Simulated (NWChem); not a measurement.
# Correlation energy of Sb

```
Sb
```
Charge 0, spin multiplicity 4.

The numbers come from NWChem runs, not from measurements.

Basis set: def2-QZVP. Each correlation energy counts from its own Hartree-Fock reference.

Effective core potentials replace the inner electrons of Sb; spin-orbit coupling is left out. The correlated methods keep 4 core orbitals frozen. The stability of the SCF solutions was not checked. Open-shell Hartree-Fock references start from PBE0 orbitals. Coupled-cluster values serve here as a point of comparison, not as the truth.

For the correlation energy, UMP2 gives -519.5 mHa and SCS-UMP2 gives -450.6 mHa. What do CCSD on ROHF, CCSD[T] on ROHF, CCSD(T) on ROHF give?

CCSD on ROHF: -483.8 mHa; CCSD[T] on ROHF: -494.8 mHa; CCSD(T) on ROHF: -494.6 mHa.
